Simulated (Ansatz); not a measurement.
Ligand exchange: C2H7FSi2 + Y(CH3)2(OH) → C2H8OSi2 + Y(CH3)2F

Species: C2H7FSi2 `C=C[SiH2][SiH2]F`, singlet; Y(CH3)2(OH), singlet; C2H8OSi2 `C=C[SiH2][SiH2]O`, singlet; Y(CH3)2F, singlet. The partners trade F for OH: Si–F and Y–OH bonds give way to Si–OH and Y–F.

Shapes, held fixed at every level: PBE0-D4/def2-TZVP. Flexible molecules stand in one conformer, not always the lowest. Programs: Ansatz 0.2.0. Electronic energies: no zero-point or thermal term.

```
              level                    kind  ΔE (kJ/mol)  less CCSD(T)/def2-TZVPP  CPU time (sum over the molecules)
   SPW92/def2-TZVPP                     LDA        -18.1                    -10.6                               25 s
  PBE-D4/def2-TZVPP                     GGA        -20.8                    -13.3                               48 s
B3LYP-D4/def2-TZVPP           global hybrid        -15.2                     -7.7                               88 s
BHLYP-D4/def2-TZVPP           global hybrid        -11.8                     -4.3                               58 s
 wB97M-V/def2-TZVPP  range-separated hybrid        -12.9                     -5.4                            3.6 min
   CCSD(T)/def2-SVP   coupled cluster or CI        -12.1                     -4.6                            1.7 min
      CCSD/def2-SVP   coupled cluster or CI        -11.7                     -4.2                                  –
 CCSD(T)/def2-TZVPP   coupled cluster or CI         -7.5                      0.0                             46 min
```

The highest level, CCSD(T)/def2-TZVPP, gives ΔE = -7.5 kJ/mol; the levels span -20.8 to -7.5. The column of differences is taken from that level and isn't an error. No measured value is set beside it here. For atoms past krypton def2 sets carry core potentials with scalar relativity. Correlated rows may include outer-core shells of Y, which these sets cover unevenly. Times are processor times on shared x86 and Arm servers, and rough.
